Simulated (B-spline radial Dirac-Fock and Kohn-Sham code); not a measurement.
# Rh⁶⁺: non-radiative channels of the M5 vacancy

System: the Rh⁶⁺ ion in the configuration 1s2 2s2 2p6 3s2 3p6 3d10 4s2 4p6 4d3.

These are calculated numbers from a radial atomic solver; the model is one-electron (LDA, Dirac) transition rates at Dirac-Fock energies. Kinetic energies are configuration averages from the vacuum level; the two-hole energies are estimated from single-hole states.

| transition | kinetic energy (eV) | width (meV) | share (%) |
| --- | --- | --- | --- |
| M5-N1N1 | 16.51 | 1.14 | 0.8 |
| M5-N1N2 | 56.76 | 4.52 | 3.3 |
| M5-N1N3 | 61.32 | 11.4 | 8.3 |
| M5-N2N3 | 97.01 | 9.36 | 6.8 |
| M5-N3N3 | 101.2 | 5.85 | 4.2 |
| M5-N1N4 | 112.5 | 2.80 | 2.0 |
| M5-N1N5 | 113.1 | 24.4 | 17.6 |
| M5-N2N5 | 150.1 | 20.9 | 15.1 |
| M5-N3N4 | 154.1 | 1.87 | 1.3 |
| M5-N3N5 | 155.2 | 35.8 | 25.9 |
| M5-N4N5 | 206.6 | 9.18 | 6.6 |
| M5-N5N5 | 207.3 | 10.8 | 7.8 |

The listed channels hold 100 % of the non-radiative rate. Summed by principal shells, of 0.139 eV in all: MNN 100.0 %.
